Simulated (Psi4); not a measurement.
Method: SAPT0/jun-cc-pVDZ, frozen core run with Psi4.

Psi4 input:

```
molecule {
0 1
Cl 1.00674417 -0.00000000 0.00000000
Cl -1.00674417 0.00000000 -0.00000000
--
0 1
Cl -3.71738679 0.33031116 0.14642036
Cl -4.10471938 1.92495544 1.31313299
units angstrom
symmetry c1
no_reorient
no_com
}
set basis jun-cc-pvdz
set scf_type df
set freeze_core true
energy('sapt0')
```

Part of the output:

```
    SAPT Results
  --------------------------------------------------------------------------------------------------------
    Electrostatics                -12.35348420 [mEh]      -7.75192837 [kcal/mol]     -32.43406830 [kJ/mol]
      Elst10,r                    -12.35348420 [mEh]      -7.75192837 [kcal/mol]     -32.43406830 [kJ/mol]

    Exchange                       31.53569396 [mEh]      19.78894672 [kcal/mol]      82.79695307 [kJ/mol]
      Exch10                       31.53569396 [mEh]      19.78894672 [kcal/mol]      82.79695307 [kJ/mol]
      Exch10(S^2)                  30.95172454 [mEh]      19.42250038 [kcal/mol]      81.26374158 [kJ/mol]

    Induction                      -6.46354571 [mEh]      -4.05593617 [kcal/mol]     -16.97003692 [kJ/mol]
      Ind20,r                     -27.16314874 [mEh]     -17.04513317 [kcal/mol]     -71.31683720 [kJ/mol]
      Exch-Ind20,r                 24.64870932 [mEh]      15.46729862 [kcal/mol]      64.71517741 [kJ/mol]
      delta HF,r (2)               -3.94910629 [mEh]      -2.47810161 [kcal/mol]     -10.36837713 [kJ/mol]

    Dispersion                     -5.48670129 [mEh]      -3.44295704 [kcal/mol]     -14.40533225 [kJ/mol]
      Disp20                       -6.82707068 [mEh]      -4.28405153 [kcal/mol]     -17.92447160 [kJ/mol]
      Exch-Disp20                   1.34036939 [mEh]       0.84109449 [kcal/mol]       3.51913935 [kJ/mol]
      Disp20 (SS)                  -3.41353534 [mEh]      -2.14202576 [kcal/mol]      -8.96223580 [kJ/mol]
      Disp20 (OS)                  -3.41353534 [mEh]      -2.14202576 [kcal/mol]      -8.96223580 [kJ/mol]
      Exch-Disp20 (SS)              0.52396298 [mEh]       0.32879173 [kcal/mol]       1.37566461 [kJ/mol]
      Exch-Disp20 (OS)              0.81640641 [mEh]       0.51230276 [kcal/mol]       2.14347474 [kJ/mol]

  Total HF                         12.71866405 [mEh]       7.98108218 [kcal/mol]      33.39284785 [kJ/mol]
  Total SAPT0                       7.23196276 [mEh]       4.53812514 [kcal/mol]      18.98751560 [kJ/mol]
```
